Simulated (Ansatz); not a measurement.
`C[SiH2][Al]([F])[F]` and `C[NH][Al]([F])[F]` differ in one atom or group.

Ansatz, PBE0-D4/def2-TZVP geometries, multiplicity 1. Each molecule was computed in one conformer, which needn't be the lowest.

```csv
property,`C[SiH2][Al]([F])[F]`
size of the dipole moment (B3LYP/def2-TZVPP) / D,2.54
LUMO energy (PBE0/def2-TZVPP) / eV,-1.27
HOMO–LUMO gap (ωB97M-V/def2-TZVPP) / eV,10.68
HOMO energy (ωB97M-V/def2-TZVPP) / eV,-10.28
HOMO–LUMO gap (B3LYP/def2-TZVPP) / eV,6.60
HOMO energy (PBE/def2-TZVPP) / eV,-7.10
```

(1) Give the same properties after the change, and the shifts. (Estimate.)

Answers

(1) Ansatz gave: 
```
                                        property  `C[NH][Al]([F])[F]`  shift
size of the dipole moment (B3LYP/def2-TZVPP) / D                 2.55   0.01
              LUMO energy (PBE0/def2-TZVPP) / eV                -0.60   0.67
         HOMO–LUMO gap (ωB97M-V/def2-TZVPP) / eV                10.60  -0.08
           HOMO energy (ωB97M-V/def2-TZVPP) / eV                -9.61   0.67
           HOMO–LUMO gap (B3LYP/def2-TZVPP) / eV                 6.10  -0.50
               HOMO energy (PBE/def2-TZVPP) / eV                -5.89   1.21
```

With PBE0 the HOMO rises by 0.99 eV and the LUMO rises by 0.67 eV, so the gap narrows by about 0.32 eV. PBE moves the HOMO by 1.21 eV and ωB97M-V by 0.67 eV. Dipoles are sizes alone; their direction can turn.

B3LYP here is the variant with VWN-RPA as its local correlation; programs differ in this.
